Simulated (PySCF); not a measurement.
**From a computed spectrum to the compound**

A species of 4 atoms with charge 3 has these harmonic modes (PBE0, small Gaussian bases with core potentials, PySCF 2.14.0):

```tsv
cm⁻¹	km/mol	symmetry
277	86.2	π
277	86.2	π
440	27.8	σ+
874	10.8	π
874	10.8	π
2134	850.8	σ+
3125	219.9	σ+
```

Q: Which species is it, and in which structure?

A: [Lu(HCN)]3+ (singlet):
```xyz
4

Lu    0.0000    0.0000   -0.3625
N     0.0000    0.0000    1.7432
C     0.0000    0.0000    2.9113
H     0.0000    0.0000    4.0312
```
Ideal gas at 298.15 K and 1 bar: S = 265.3 J/(mol K), Cp = 53.8 J/(mol K), H − H(0 K) = 12.1 kJ/mol (rigid rotor, harmonic modes, spin degeneracy alone). 
 This is one of several that fit.
